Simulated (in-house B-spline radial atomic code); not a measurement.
Tb⁷⁺. Computed with a B-spline radial atomic code. Model: all-electron spherical atom, spin shells full or empty, radial basis limit, no spin-orbit coupling, Breit or QED, empty-state partial waves extrapolated as (l+1/2)^-4, RPA, G0W0 and static COHSEX of the highest shell as one setting changes (uncorrelated shells keep exact exchange).

Empty levels are discrete states of a finite basis, so the steps are uneven.

Without the two-electron picture change, core correlation of heavy ions comes too large.

Given: element Tb; charge 7; filled core Kr; hamiltonian one-electron scalar X2C; mean-field start PBE0; highest l of empty states 9; nuclear rms radius 5.06 fm; lowest nl shells left uncorrelated 0; highest mean-field shell 4f up; box radius 8.41 bohr.

Shell: 4d 5 5, 4f 7 0, 5s 1 1, 5p 3 0 (electrons up and down).

| highest empty level kept (hartree) | RPA correlation energy (hartree) | G0W0 level (eV) | G0W0 minus most complete (meV) | COHSEX level (eV) | linearised minus solved G0W0 (meV) |
| --- | --- | --- | --- | --- | --- |
| 21.33 | -1.6813 | -120.35 | 1368.1 | -122.51 | -18.1 |
| 42.67 | -2.2785 | -120.87 | 844.8 | -124.15 | -20.8 |
| 74.67 | -2.7194 | -121.21 | 499.9 | -125.26 | -22.8 |
| 128 | ? | ? | ? | ? | ? |
| 213.33 | -3.5964 | -121.6 | 118.1 | -126.46 | -25 |
| 384 | -3.9174 | -121.67 | 42.9 | -126.69 | -25.5 |
| 640 | -4.2189 | -121.7 | 15.5 | -126.77 | -25.7 |
| 1280 | ? | ? | ? | ? | ? |
| 2560 | -4.6899 | -121.71 | 0.3 | -126.81 | -25.8 |
| 5333.3 | -4.7898 | -121.71 | 0 | -126.81 | -25.8 |
| 12800 | -4.8626 | -121.71 | 0 | -126.81 | -25.8 |
| 42667 | -4.8933 | -121.71 | 0 | -126.81 | -25.8 |

Task: What follows for highest empty level kept = 1280?

Result: RPA correlation energy -4.514 hartree; G0W0 level -121.71 eV; G0W0 minus most complete 1.8 meV; COHSEX level -126.8 eV; linearised minus solved G0W0 -25.8 meV.

Task: What follows for highest empty level kept = 128?

Result: RPA correlation energy -3.1598 hartree; G0W0 level -121.44 eV; G0W0 minus most complete 277.2 meV; COHSEX level -125.96 eV; linearised minus solved G0W0 -24.1 meV.
